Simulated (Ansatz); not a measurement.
Z-matrix (Å, degrees):
```
Si
Si 1 2.351
O 1 1.651 2 106.6
H 1 1.484 2 113.0 3 -119.0
H 1 1.491 2 109.0 3 120.7
F 2 1.603 1 112.5 3 95.7
O 2 1.645 1 100.8 3 -21.2
H 2 1.488 1 118.3 3 -141.9
H 3 0.960 1 115.2 2 22.2
H 7 0.959 2 119.7 1 -172.4
```

Charge 0, multiplicity 1.

Task: List the ωB97M-V/def2-TZVPP orbital energies in eV (the Gaussian-basis code of Ansatz). (Estimate.)

Result: Ansatz gave: Occupied: -1808.21, -1807.39, -677.40, -526.73, -526.17, -149.12, -148.41, -103.28, -103.24, -103.20, -102.54, -102.51, -102.50, -35.95, -31.45, -30.88, -19.34, -18.31, -17.07, -15.83, -15.50, -15.06, -14.37, -13.38, -13.24, -12.96, -12.41, -11.19, -10.10. Lowest empty: 0.96, 1.78, 2.43, 2.83, 3.58, 3.69, 4.25, 4.59.
